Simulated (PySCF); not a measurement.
## MN15 on Ar(7+) (argon, charge +7)

Configuration: [Ne] 3s1, 2S determinant. Computed with PySCF 2.14 in an uncontracted even-tempered set (19 s from 0.25 bohr⁻², ratio 2.5; 12 p from 0.33 bohr⁻², ratio 2.5; 5 d from 1.6 bohr⁻², ratio 2.7; 5 f from 2.3 bohr⁻², ratio 2.7), with scalar relativity by spin-free X2C-1e.

```
Total energy                : -513.6657 hartree
One-electron energy         : -648.9977 hartree
Hartree (Coulomb) energy    : 162.9933 hartree
Exchange-correlation energy : -27.6613 hartree
⟨S²⟩                        : 0.7500
⟨L²⟩                        : 0.000
Sum of ⟨r⟩                  : 4.376 bohr
Sum of ⟨r²⟩                 : 2.965 bohr²
```

| shell | electrons | mean orbital energy (eV) | rms radius, mean of both spins (bohr) |
| --- | --- | --- | --- |
| 1s α | 1 | -3263.5 | 0.0996 |
| 1s β | 1 | -3263.2 | 0.0996 |
| 2s α | 1 | -435.78 | 0.451 |
| 2s β | 1 | -435.46 | 0.451 |
| 2p β | 3 | -375.17 | 0.412 |
| 2p α | 3 | -375.17 | 0.412 |
| 3s α | 1 | -137.86 | 1.23 |

Densities and radii are taken from the X2C orbitals without a picture-change correction, which distorts them close to the nucleus.
